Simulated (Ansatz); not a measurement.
Computed with Ansatz on PBE0-D4/def2-TZVP structures; ΔE is electronic, products minus reactants. CCSD(T)/CBS is the MP2 limit (def2-TZVPP, def2-QZVPP) plus CCSD(T) − MP2 in def2-TZVPP, frozen cores. This one scheme is used for every species. DFT in def2-TZVPP. B3LYP here is the variant with VWN-RPA as its local correlation; programs differ in this. def2 core potentials past Kr. For Ga, Sn outer-core shells are correlated without core-valence functions, which leaves a few kJ/mol of doubt a bond. Scalar relativity is left out up to krypton. Each species was taken in one conformer, which may not be the lowest.

Consider the cleavage of the Si–Sn bond: `[GaH2][SiH2][SnH3]` + NH₃ → `N[SiH2][GaH2]` + `[SnH4]`.

```csv
level,ΔE (kJ/mol)
PBE0-D4,14.7
B3LYP,0.8
```

Problem. What does CCSD(T)/CBS give? (Estimate.)

Solution. The calculation gave: +11.7 kJ/mol. The listed levels differ from it by 3.0, -10.9 kJ/mol.

Largest T1 diagnostic among the species: 0.014.

From BLYP to BHLYP (50 % exact exchange), in def2-TZVPP and without D4, ΔE moves by −9.7 kJ/mol. The D4 term adds +3.7 kJ/mol with B3LYP and +2.3 kJ/mol with PBE0; it sums over pairs of atoms, weighted by their polarisabilities, and B3LYP, whose exchange is more repulsive, gets the larger term. Leaving LDA and LC-ωPBE aside and taking each functional with its dispersion term where it has one, the values, not all of them listed here, spread over 23.6 kJ/mol, from CAM-B3LYP-D4 to PBE-D4. LDA lies −6.7 kJ/mol from PBE without D4.

CCSD(T)/CBS has its own doubt, a few kJ/mol and more with outer-core shells, so smaller differences from it don't rank the levels.
